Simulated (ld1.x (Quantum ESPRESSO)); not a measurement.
Ranking ultrasoft potentials for aluminium (Al)

All share these settings but for the change named:

- Element: Al
- Generator: ld1.x (Quantum ESPRESSO) 7.5
- Type: ultrasoft
- Functional: PBE
- Relativity: scalar-relativistic
- Frozen core: [Ne]
- Valence charge: 3
- Reference configuration: 3s2 3p1
- Partial waves: 3s (bound): rcut 1.45, rcutus 1.85 bohr; 3s channel at 1.3 Ry: rcut 1.45, rcutus 1.85 bohr; 3p (bound): rcut 1.75, rcutus 2.40 bohr; 3p channel at 4.55 Ry: rcut 1.75, rcutus 2.40 bohr; 3d channel at 0.15 Ry: rcut 1.75, rcutus 2.15 bohr; 3d channel at 2.35 Ry: rcut 1.75, rcutus 2.15 bohr
- Local potential: all-electron potential smoothed inside 2.25 bohr (lloc = -1)
- Core correction: Bessel-smoothed model core inside 1.50 bohr
- Augmentation charge: PSQ, inside the norm-conserving radii

Test errors are all-electron minus pseudo excitation energies from the reference, over 3s2 3p0; 3s1 3p0; 3s2 3p0.5; 3s1 3p1; 3s2 3p1.3; 3s1 3p2; 3s0 3p3. None of these files shows a bound ghost.

The base gives 13.6 meV.

Of 7 variants that were run, those that failed, showed a ghost or another fault, or gave nearly equal values are left out.

A variant can come out equal or close to the base, since the largest error may sit in a test that the change hardly touches while other tests move.

(1) Rank these variants by their largest absolute test error, smallest first.
A. augmentation built from norm-conserving waves at rcut, not smoothed further
B. core correction Bessel-smoothed model core inside 0.92 bohr
C. wave 3p channel at 4.55 Ry: rcut 1.75, rcutus 2.40 bohr becomes 3p channel at 2.05 Ry: rcut 1.75, rcutus 2.40 bohr

Answers

(1) C (2.2 meV), A (13.7 meV), B (27.5 meV).
